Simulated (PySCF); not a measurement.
## Energy of Nb (niobium, neutral) between two integer charges

The 5s alpha orbital of [Kr] 4d4 5s1 is emptied in steps (occupation f), with all orbitals relaxed, ending at [Kr] 4d4. Calculation: PySCF 2.14, in def2-TZVP with the def2 core potential (28 electrons); a scalar-relativistic core potential. The exact energy is a straight line in f; departures are measured from the line between the end points of the same method.

| f | UHF (eV) |
| --- | --- |
| 1 | 0.000 |
| 0.8 | 0.034 |
| 0.6 | 0.050 |
| 0.4 | 0.049 |
| 0.2 | 0.032 |
| 0 | 0.000 |

| method | E(f=0) − E(f=1) (eV) | −ε at f=1 (eV) | −ε at f=0.4 (eV) |
| --- | --- | --- | --- |
| UHF | 6.002 | 6.224 | 5.956 |

Orbital energy along the path (eV):

| f | UHF |
| --- | --- |
| 1 | -6.224 |
| 0.8 | -6.127 |
| 0.6 | -6.038 |
| 0.4 | -5.956 |
| 0.2 | -5.879 |
| 0 | -5.807 |

Reference removal energy between the ground levels: 6.759 eV (measured; NIST Atomic Spectra Database, ionization energies). The calculation has no spin-orbit coupling. UHF lacks correlation.
